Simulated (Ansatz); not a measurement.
C₁₈H₂₂, a cluster. Total charge 0; singlet. Geometry PBE-D4/def2-SVP, basis def2-TZVP, Ansatz.

```xyz
40

C    -0.7314   -3.1401   -1.6908
C    -1.4164   -2.3714   -0.5586
C    -0.7211   -1.0452   -0.1704
C    -0.7698   -0.0007   -1.3030
C    -0.0246    1.3138   -0.9964
C    -0.1880    2.3244   -2.1443
C     1.4423    1.0752   -0.6716
C     2.3002    0.4419   -1.5957
C     3.6542    0.2301   -1.2976
C     4.1790    0.6456   -0.0627
C     3.3374    1.2745    0.8675
C     1.9827    1.4846    0.5632
C    -1.2891   -0.4933    1.1272
C    -0.4997   -0.4377    2.2929
C    -1.0199    0.0606    3.4982
C    -2.3454    0.5175    3.5580
C    -3.1448    0.4684    2.4043
C    -2.6199   -0.0300    1.2028
H    -0.7424   -2.5799   -2.6481
H    -1.2328   -4.1119   -1.8753
H     0.3303   -3.3531   -1.4443
H    -1.4605   -3.0144    0.3466
H    -2.4760   -2.1623   -0.8284
H     0.3500   -1.2803    0.0184
H    -0.3509   -0.4470   -2.2307
H    -1.8306    0.2387   -1.5401
H    -0.4899    1.7555   -0.0887
H     0.2476    1.9362   -3.0889
H     0.3191    3.2823   -1.9116
H    -1.2607    2.5386   -2.3321
H     1.9051    0.1093   -2.5692
H     4.3058   -0.2647   -2.0350
H     5.2413    0.4778    0.1732
H     3.7378    1.6050    1.8387
H     1.3226    1.9691    1.3006
H     0.5447   -0.7860    2.2477
H    -0.3834    0.0942    4.3964
H    -2.7555    0.9119    4.5007
H    -4.1871    0.8224    2.4406
H    -3.2604   -0.0597    0.3067
```

| run | HOMO (eV) | LUMO (eV) |
| --- | --- | --- |
| A | -5.89 | -1.27 |
| B | -6.84 | -0.38 |
| C | -8.97 | 1.66 |
| D | -6.04 | -1.10 |

Single mean-field runs in def2-TZVP are fitted with def2-universal-jkfit. Another isomer (singlet) lies 0.12 eV lower at PBE0-D4/def2-TZVP; other spin states weren't run for this one.

Question: The runs used PBE, PBE0, r2SCAN, ωB97X-V. Estimate which is which.

Answer: A PBE (0 % exact exchange); B PBE0 (25 % exact exchange); C ωB97X-V (range-separated); D r2SCAN (0 % exact exchange). Exact exchange lowers occupied and raises empty levels; among semilocal functionals meta-GGAs tend to open the gap a little, and such runs are hard to tell apart. The gap grows from 4.62 eV (PBE) to 10.63 eV (ωB97X-V).
